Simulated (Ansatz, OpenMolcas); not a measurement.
A ladder of methods for CH5BFN (SMILES CB(N)F)

CH5BFN: 9 atoms, total charge 0, spin state singlet. As SMILES, `CB(N)F`. The shape is that of a PBE0-D4/def2-TZVP optimisation.

```jsonl
{"atom": "C", "x (Å)": "-0.4284", "y (Å)": "0.9647", "z (Å)": "-0.5390"}
{"atom": "B", "x (Å)": "0.0982", "y (Å)": "-0.4823", "z (Å)": "-0.2514"}
{"atom": "N", "x (Å)": "0.5462", "y (Å)": "-0.9281", "z (Å)": "0.9938"}
{"atom": "F", "x (Å)": "0.1285", "y (Å)": "-1.3709", "z (Å)": "-1.2638"}
{"atom": "H", "x (Å)": "0.1766", "y (Å)": "1.4384", "z (Å)": "-1.3181"}
{"atom": "H", "x (Å)": "-0.4240", "y (Å)": "1.6163", "z (Å)": "0.3366"}
{"atom": "H", "x (Å)": "-1.4504", "y (Å)": "0.9243", "z (Å)": "-0.9280"}
{"atom": "H", "x (Å)": "0.8787", "y (Å)": "-1.8652", "z (Å)": "1.1437"}
{"atom": "H", "x (Å)": "0.5631", "y (Å)": "-0.3435", "z (Å)": "1.8090"}
```

Quantity: the HOMO–LUMO gap, in eV. The values are calculated.

| level | kind | program | value (eV) |
| --- | --- | --- | --- |
| HF/cc-pVDZ | Hartree–Fock | OpenMolcas | 16.54 |
| BLYP/cc-pVDZ | GGA | OpenMolcas | 7.18 |
| r2SCAN/cc-pVDZ | meta-GGA | Ansatz | 8.07 |
| B3LYP/cc-pVDZ | global hybrid | Ansatz | 9.16 |
| M06-2X/cc-pVDZ | hybrid meta-GGA | OpenMolcas | 12.07 |
| r2SCAN0/cc-pVDZ | hybrid meta-GGA | Ansatz | 10.37 |
| HSE06/cc-pVDZ | range-separated hybrid | Ansatz | 9.07 |
| wB97X/cc-pVDZ | range-separated hybrid | Ansatz | 14.58 |

The values span 7.18 to 16.54 eV. Orbital gaps aren't excitation energies; they tend to grow with the share of exact exchange.
